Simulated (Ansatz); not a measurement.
# Nudged elastic band run: F₄GeH₄Si

The input (input.yaml):

```yaml
crystal:
  periodic: [false, false, false]
  atoms:
    - { symbol: Ge, position_ang: [0.621561, -0.072723, -0.132711] }
    - { symbol: F, position_ang: [1.11896, 0.180347, 1.471569] }
    - { symbol: F, position_ang: [1.972472, 0.028693, -1.157095] }
    - { symbol: F, position_ang: [-0.50748, 1.117695, -0.583337] }
    - { symbol: F, position_ang: [-0.081978, -1.611069, -0.285138] }
    - { symbol: Si, position_ang: [-3.127243, 0.072719, 1.344687] }
    - { symbol: H, position_ang: [-3.146203, -0.578562, 0.002732] }
    - { symbol: H, position_ang: [-4.02965, -0.664862, 2.276305] }
    - { symbol: H, position_ang: [-3.570605, 1.491554, 1.226294] }
    - { symbol: H, position_ang: [-1.735433, 0.036208, 1.888691] }
basis:
  gaussian: { orbitals: def2-SVP }
hamiltonian:
  xc: pbe0
neb:
  order_check: false
  images: 7
  f_tol: 0.05
  max_iterations: 60
  final_atoms:
    - { symbol: Ge, position_ang: [-0.58666291, -0.13107674, -0.3142614] }
    - { symbol: F, position_ang: [-0.38454716, 0.0640393, 2.58874625] }
    - { symbol: F, position_ang: [0.48528643, 1.18902969, -0.58132285] }
    - { symbol: F, position_ang: [-0.68718334, -0.92032614, -1.84310046] }
    - { symbol: F, position_ang: [0.39793411, -1.25740181, 0.61550319] }
    - { symbol: Si, position_ang: [-2.66730501, 0.35757791, 0.73022667] }
    - { symbol: H, position_ang: [-3.64411596, 0.5469629, -0.37907919] }
    - { symbol: H, position_ang: [-3.01707942, -0.83491655, 1.54459662] }
    - { symbol: H, position_ang: [-2.49162626, 1.5985771, 1.52270195] }
    - { symbol: H, position_ang: [0.10970053, -0.61246566, 2.16798622] }
  initial_path:
    images:
      - { positions_ang: [[0.621561, -0.072723, -0.132711], [1.11896, 0.180347, 1.471569], [1.972472, 0.028693, -1.157095], [-0.50748, 1.117695, -0.583337], [-0.081978, -1.611069, -0.285138], [-3.127243, 0.072719, 1.344687], [-3.146203, -0.578562, 0.002732], [-4.02965, -0.664862, 2.276305], [-3.570605, 1.491554, 1.226294], [-1.735433, 0.036208, 1.888691]] }
      - { positions_ang: [[0.46513424, -0.05482615, -0.10165308], [0.8416311, 0.13911574, 1.60902833], [1.87340641, 0.02130077, -1.0124836], [-0.58147831, 1.1789565, -0.58090411], [-0.26022726, -1.55304053, -0.35167836], [-2.96425377, 0.05404866, 1.21635575], [-3.17616564, -0.66423725, 0.00662058], [-3.65115535, -0.60605948, 2.26390459], [-3.43509447, 1.4548065, 1.09960335], [-1.59739596, 0.02993522, 1.90320354]] }
      - { positions_ang: [[0.30870749, -0.03692929, -0.07059515], [0.5643022, 0.09788449, 1.74648766], [1.77434082, 0.01390855, -0.8678722], [-0.65547662, 1.24021799, -0.57847122], [-0.43847652, -1.49501205, -0.41821872], [-2.80126454, 0.03537832, 1.08802449], [-3.20612827, -0.74991249, 0.01050916], [-3.27266069, -0.54725695, 2.25150418], [-3.29958395, 1.41805899, 0.9729127], [-1.45935892, 0.02366245, 1.91771609]] }
      - { positions_ang: [[0.15228073, -0.01903244, -0.03953723], [0.2869733, 0.05665323, 1.88394699], [1.67527523, 0.00651632, -0.7232608], [-0.72947493, 1.30147949, -0.57603833], [-0.61672578, -1.43698358, -0.48475908], [-2.63827531, 0.01670798, 0.95969324], [-3.23609091, -0.83558774, 0.01439774], [-2.89416604, -0.48845443, 2.23910378], [-3.16407342, 1.38131149, 0.84622206], [-1.32132188, 0.01738967, 1.93222863]] }
      - { positions_ang: [[-0.00414602, -0.00113559, -0.0084793], [0.0096444, 0.01542198, 2.02140633], [1.57620964, -0.00087591, -0.5786494], [-0.80347324, 1.36274099, -0.57360544], [-0.79497504, -1.37895511, -0.55129944], [-2.47528608, -0.00196236, 0.83136198], [-3.26605354, -0.92126298, 0.01828632], [-2.51567138, -0.4296519, 2.22670337], [-3.0285629, 1.34456399, 0.71953141], [-1.18328484, 0.01111689, 1.94674117]] }
      - { positions_ang: [[-0.14977524, -0.03362088, -0.08492483], [-0.08890349, 0.02757631, 2.16324131], [1.30347883, 0.29660049, -0.57931776], [-0.77440076, 0.79197421, -0.89097919], [-0.49674775, -1.34856678, -0.25959878], [-2.52329081, 0.08792271, 0.80607815], [-3.36056915, -0.55420651, -0.08105506], [-2.64102339, -0.53096806, 2.05617668], [-2.89432874, 1.40806727, 0.92032404], [-0.8600385, -0.14477875, 2.00205244]] }
      - { positions_ang: [[-0.29540447, -0.06610616, -0.16137035], [-0.18745138, 0.03973064, 2.30507629], [1.03074803, 0.59407689, -0.57998612], [-0.74532829, 0.22120743, -1.20835295], [-0.19852047, -1.31817846, 0.03210187], [-2.57129554, 0.17780778, 0.78079433], [-3.45508475, -0.18715004, -0.18039644], [-2.7663754, -0.63228422, 1.88565], [-2.76009458, 1.47157054, 1.12111668], [-0.53679216, -0.30067438, 2.0573637]] }
      - { positions_ang: [[-0.44103369, -0.09859145, -0.23781588], [-0.28599927, 0.05188497, 2.44691127], [0.75801723, 0.89155329, -0.58065449], [-0.71625581, -0.34955936, -1.52572671], [0.09970682, -1.28779013, 0.32380253], [-2.61930028, 0.26769285, 0.7555105], [-3.54960036, 0.17990643, -0.27973781], [-2.89172741, -0.73360039, 1.71512331], [-2.62586042, 1.53507382, 1.32190932], [-0.21354581, -0.45657002, 2.11267496]] }
      - { positions_ang: [[-0.58666291, -0.13107674, -0.3142614], [-0.38454716, 0.0640393, 2.58874625], [0.48528643, 1.18902969, -0.58132285], [-0.68718334, -0.92032614, -1.84310046], [0.39793411, -1.25740181, 0.61550319], [-2.66730501, 0.35757791, 0.73022667], [-3.64411596, 0.5469629, -0.37907919], [-3.01707942, -0.83491655, 1.54459662], [-2.49162626, 1.5985771, 1.52270195], [0.10970053, -0.61246566, 2.16798622]] }
```

Run as:

```bash
$ ansatz run input.yaml --threads 4 --pin off --max-ram 5120MiB --backend cpu --events-out ev --progress --plain --runs-dir out
```

Output, in part (warnings, iteration lines, the closing report on the highest movable image, with atoms numbered from 0):

```
NEB end point (image 0): max|allowed force component| = 2.339e-2 eV/Å (the criterion of neb.relax_end_points is 1.000e-2)
NEB end point (image 8): max|allowed force component| = 2.222e-2 eV/Å (the criterion of neb.relax_end_points is 1.000e-2)
NEB iter   1: max|band force component| = 9.091e1 eV/Å  barrier→ = 40.8469 eV  barrier← = 41.0510 eV  Δτ_max = 0.2000 Å  (229 SCF iters)
NEB iter   2: max|band force component| = 2.452e1 eV/Å  barrier→ = 11.2763 eV  barrier← = 11.4804 eV  Δτ_max = 0.2000 Å  (221 SCF iters)
NEB iter   3: max|band force component| = 1.552e1 eV/Å  barrier→ = 4.8355 eV  barrier← = 5.0396 eV  Δτ_max = 0.2000 Å  (227 SCF iters)
NEB iter   4: max|band force component| = 7.131e0 eV/Å  barrier→ = 1.8976 eV  barrier← = 2.1017 eV  Δτ_max = 0.1965 Å  (222 SCF iters)
NEB iter   5: max|band force component| = 2.883e0 eV/Å  barrier→ = 1.5981 eV  barrier← = 1.8021 eV  Δτ_max = 0.2000 Å  (209 SCF iters)
NEB iter   6: max|band force component| = 3.889e0 eV/Å  barrier→ = 1.7795 eV  barrier← = 1.9836 eV  Δτ_max = 0.0992 Å  (214 SCF iters)
NEB iter   7: max|band force component| = 1.212e0 eV/Å  barrier→ = 1.7598 eV  barrier← = 1.9639 eV  Δτ_max = 0.1943 Å  (205 SCF iters)
NEB iter   8: max|band force component| = 6.762e-1 eV/Å  barrier→ = 1.6254 eV  barrier← = 1.8295 eV  Δτ_max = 0.1998 Å  (201 SCF iters)
NEB iter   9: max|band force component| = 1.938e0 eV/Å  barrier→ = 1.2192 eV  barrier← = 1.4233 eV  Δτ_max = 0.1016 Å  (212 SCF iters)
NEB iter  10: max|band force component| = 8.096e-1 eV/Å  barrier→ = 1.0647 eV  barrier← = 1.2687 eV  CI = image 4  Δτ_max = 0.2000 Å  (200 SCF iters)
NEB iter  11: max|band force component| = 1.079e0 eV/Å  barrier→ = 1.3506 eV  barrier← = 1.5546 eV  CI = image 4  Δτ_max = 0.2000 Å  (202 SCF iters)
NEB iter  12: max|band force component| = 1.545e0 eV/Å  barrier→ = 1.6324 eV  barrier← = 1.8365 eV  CI = image 4  Δτ_max = 0.1978 Å  (200 SCF iters)
NEB iter  13: max|band force component| = 1.489e0 eV/Å  barrier→ = 2.1200 eV  barrier← = 2.3240 eV  CI = image 4  Δτ_max = 0.1976 Å  (204 SCF iters)
NEB iter  14: max|band force component| = 2.342e0 eV/Å  barrier→ = 2.1804 eV  barrier← = 2.3845 eV  CI = image 4  Δτ_max = 0.0989 Å  (209 SCF iters)
NEB iter  15: max|band force component| = 8.151e-1 eV/Å  barrier→ = 2.0373 eV  barrier← = 2.2414 eV  CI = image 4  Δτ_max = 0.1974 Å  (204 SCF iters)
NEB iter  16: max|band force component| = 2.510e-1 eV/Å  barrier→ = 1.9750 eV  barrier← = 2.1790 eV  CI = image 4  Δτ_max = 0.1235 Å  (203 SCF iters)
NEB iter  17: max|band force component| = 1.843e-1 eV/Å  barrier→ = 1.9697 eV  barrier← = 2.1738 eV  CI = image 4  Δτ_max = 0.0806 Å  (199 SCF iters)
NEB iter  18: max|band force component| = 1.392e-1 eV/Å  barrier→ = 1.9629 eV  barrier← = 2.1670 eV  CI = image 4  Δτ_max = 0.0564 Å  (195 SCF iters)
NEB iter  19: max|band force component| = 1.291e-1 eV/Å  barrier→ = 1.9602 eV  barrier← = 2.1643 eV  CI = image 4  Δτ_max = 0.0892 Å  (202 SCF iters)
NEB iter  20: max|band force component| = 1.026e-1 eV/Å  barrier→ = 1.9593 eV  barrier← = 2.1633 eV  CI = image 4  Δτ_max = 0.1016 Å  (203 SCF iters)
NEB iter  21: max|band force component| = 6.263e-2 eV/Å  barrier→ = 1.9586 eV  barrier← = 2.1627 eV  CI = image 4  Δτ_max = 0.0770 Å  (192 SCF iters)
NEB iter  22: max|band force component| = 5.002e-2 eV/Å  barrier→ = 1.9576 eV  barrier← = 2.1616 eV  CI = image 4  Δτ_max = 0.0688 Å  (187 SCF iters)
NEB iter  23: max|band force component| = 7.971e-2 eV/Å  barrier→ = 1.9570 eV  barrier← = 2.1610 eV  CI = image 4  Δτ_max = 0.0349 Å  (200 SCF iters)
NEB iter  24: max|band force component| = 3.912e-2 eV/Å  barrier→ = 1.9566 eV  barrier← = 2.1607 eV  CI = image 4  Δτ_max = 0.0000 Å  (391 SCF iters)
Total energy: -75290.62243065 eV, -2766.8793405095 hartree
Atom 0 at    -0.192680    -0.130879     0.014516 Å, force     0.025377     0.012618    -0.015238 eV/Å
Atom 1 at     0.186975    -0.756599     1.798908 Å, force    -0.001488    -0.009569     0.000686 eV/Å
Atom 2 at     1.080087     1.009877     0.069946 Å, force    -0.004600    -0.005817     0.006883 eV/Å
Atom 3 at    -1.154609     0.567268    -1.266014 Å, force    -0.009055    -0.009151     0.001768 eV/Å
Atom 4 at     0.225588    -1.629989    -0.693180 Å, force    -0.001166     0.003279    -0.001241 eV/Å
Atom 5 at    -2.601648     0.253851     1.080809 Å, force    -0.004155    -0.003251     0.006157 eV/Å
Atom 6 at    -3.344501    -0.589772     0.113016 Å, force    -0.001495    -0.000545    -0.000599 eV/Å
Atom 7 at    -2.998607    -0.072223     2.484590 Å, force     0.004061    -0.000971    -0.001688 eV/Å
Atom 8 at    -2.685844     1.714166     0.834285 Å, force     0.004894    -0.001047    -0.001896 eV/Å
Atom 9 at    -1.000361    -0.365700     1.615121 Å, force    -0.012373     0.014454     0.005168 eV/Å
Dipole moment:    -0.670966     0.083265     0.389291 e Å
```

The run converged. Neighbouring images differ by up to 1.7 eV, so the band resolves the path poorly. A vibrational analysis at the climbing image gives one clearly imaginary mode, 1175i cm⁻¹: a first-order saddle point. The orbitals stay closed-shell, which can raise the energy where a bond breaks towards radicals; this wasn't checked here.

Final band (atoms are numbered from 1 in the order of the input):

| image | path coordinate (Å) | energy (eV) | Ge1–F2 (Å) | Si6–H10 (Å) | Ge1–Si6 (Å) |
| --- | --- | --- | --- | --- | --- |
| 0 | 0.00 | 0.00 | 1.70 | 1.49 | 4.03 |
| 1 | 1.17 | 0.00 | 1.70 | 1.49 | 4.22 |
| 2 | 2.35 | 0.05 | 1.70 | 1.49 | 4.02 |
| 3 | 3.52 | 0.51 | 1.72 | 1.50 | 3.36 |
| 4 | 4.69 | 1.96 | 1.93 | 1.80 | 2.66 |
| 5 | 6.06 | 0.28 | 2.53 | 2.60 | 2.38 |
| 6 | 7.43 | -0.03 | 2.76 | 3.32 | 2.37 |
| 7 | 8.80 | -0.14 | 2.82 | 3.45 | 2.38 |
| 8 | 10.17 | -0.20 | 2.92 | 3.27 | 2.38 |

Time of the run: 6.6 min on 4 threads of Arm Neoverse V1, on a shared host, peak memory 0.37 GiB.
